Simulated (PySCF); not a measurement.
Job file and geometry (Å, from GFN2-xTB) of an NMR shielding run on `COC[Si@@H](C)O[SiH2]C`, C4H14O2Si2, PySCF, GIAO PBE0/pcSseg-1 NMR shielding, non-relativistic, gas phase; density fitting, a coarse starting grid and PySCF grid level 2 are the driver's defaults:

```
$ OMP_NUM_THREADS=1 python probes_run.py task.json out

{"job": {"kind": "nmr", "xc": "PBE0", "basis": "pcSseg-1"}, "charge": 0, "multiplicity": 1}
C      1.976134     1.346936     1.552193
O      1.071399     0.445367     0.976879
C      1.696737    -0.545924     0.182555
Si     0.287328    -1.531743    -0.654119
C     -0.780502    -2.363248     0.674106
O     -0.596249    -0.492995    -1.530555
Si    -1.270926     0.992825    -1.622429
C     -2.152414     1.411676     0.000408
H      1.392865     2.067226     2.124052
H      2.552883     1.875247     0.781666
H      2.679298     0.833447     2.221529
H      2.348374    -1.171288     0.807807
H      2.340430    -0.067203    -0.568133
H      0.831569    -2.454626    -1.654385
H     -0.275384    -3.216801     1.116243
H     -1.014440    -1.665550     1.473962
H     -1.718599    -2.714494     0.254769
H     -2.188845     0.836794    -2.752710
H     -0.202416     1.953571    -1.911728
H     -2.972336     0.724767     0.195380
H     -1.454956     1.337474     0.830559
H     -2.560361     2.417927    -0.009196
```

Question: What does the program print?

Answer: 
```
coarse grid: 18448 points
cycle   1  E = -889.4654883637  dE =  6.334e-01  |g| = 9.599e-01  |ddm| = 4.036e+00
cycle   2  E = -889.2289318622  dE =  2.366e-01  |g| = 1.470e+00  |ddm| = 2.015e+00
cycle   3  E = -889.6366124685  dE = -4.077e-01  |g| = 1.506e-01  |ddm| = 1.405e+00
cycle   4  E = -889.6407666074  dE = -4.154e-03  |g| = 5.331e-02  |ddm| = 1.466e-01
cycle   5  E = -889.6414260443  dE = -6.594e-04  |g| = 1.210e-02  |ddm| = 4.927e-02
cycle   6  E = -889.6414493389  dE = -2.329e-05  |g| = 5.203e-03  |ddm| = 1.209e-02
cycle   7  E = -889.6414539352  dE = -4.596e-06  |g| = 6.090e-04  |ddm| = 3.634e-03
final grid: 166312 points
cycle   8  E = -889.7086551538  dE = -2.664e-05  |g| = 1.420e-02  |ddm| = 2.623e-02
cycle   9  E = -889.7086149459  dE =  4.021e-05  |g| = 2.056e-02  |ddm| = 2.142e-02
cycle  10  E = -889.7086938618  dE = -7.892e-05  |g| = 1.807e-03  |ddm| = 1.352e-02
cycle  11  E = -889.7086945480  dE = -6.862e-07  |g| = 1.675e-04  |ddm| = 1.612e-03
cycle  12  E = -889.7086945527  dE = -4.664e-09  |g| = 7.836e-05  |ddm| = 1.907e-04
cycle  13  E = -889.7086945536  dE = -9.409e-10  |g| = 3.090e-05  |ddm| = 7.824e-05
converged SCF energy = -889.7086945536

GIAO shielding tensors (ppm)
atom      isotropic    diamagn.    paramagn.     s11        s22        s33       span
  0 C      121.835     243.899    -122.064     89.159     92.652    183.693     94.534
  1 O      333.043     403.986     -70.943    320.112    323.729    355.289     35.177
  2 C      118.964     254.329    -135.365     86.332     98.069    172.490     86.158
  3 Si     360.339     881.103    -520.764    319.586    359.417    402.015     82.429
  4 C      188.346     256.172     -67.826    174.857    190.496    199.686     24.829
  5 O      298.179     402.649    -104.470    238.032    312.347    344.158    106.126
  6 Si     368.100     881.154    -513.054    318.300    368.934    417.066     98.765
  7 C      186.999     257.647     -70.648    174.354    190.159    196.485     22.131
  8 H       27.708      30.426      -2.718     23.387     25.463     34.273     10.886
  9 H       28.408      30.146      -1.738     24.399     26.339     34.486     10.087
 10 H       28.366      29.080      -0.715     24.435     25.883     34.779     10.344
 11 H       28.737      32.149      -3.412     25.935     26.699     33.576      7.641
 12 H       28.500      33.254      -4.754     25.500     26.880     33.120      7.620
 13 H       26.655      29.033      -2.378     23.000     24.698     32.266      9.265
 14 H       31.949      29.929       2.020     27.381     28.489     39.979     12.597
 15 H       30.987      35.157      -4.170     26.998     30.287     35.677      8.679
 16 H       31.438      30.884       0.554     26.963     29.207     38.143     11.180
 17 H       26.558      28.994      -2.436     22.528     24.909     32.239      9.711
 18 H       26.613      31.439      -4.827     23.341     25.219     31.278      7.937
 19 H       31.356      32.474      -1.118     27.320     29.441     37.307      9.987
 20 H       30.800      36.625      -5.825     25.864     29.397     37.138     11.274
 21 H       31.982      30.133       1.848     27.687     28.278     39.980     12.294
```

Question: Turn these shieldings into chemical shifts. Referencing at the same level of theory: ¹³C (186.93 ppm), ²⁹Si (349.16 ppm), ¹H (31.72 ppm) vs TMS; ¹⁷O (336.08 ppm) against H2O.

Answer: Averaging equivalent atoms: C 2: 68.0; C 0: 65.1; C 7: -0.1; C 4: -1.4; O 5: 37.9; O 1: 3.0; Si 3: -11.2; Si 6: -18.9; H 17: 5.16; H 18: 5.10; H 13: 5.06; H 8/9/10: 3.56; H 12: 3.22; H 11: 2.98; H 19/20/21: 0.34; H 14/15/16: 0.26 ppm. Experimental scales use liquid or dissolved standards, which lie at an offset from isolated H2O (liquid H2O: subtract about 36 ppm).

Size and cost of the density-fitted run: 220 basis functions, 2.2 min wall time on 1 thread of an Intel Xeon, shared host; peak memory 1.1 GiB.
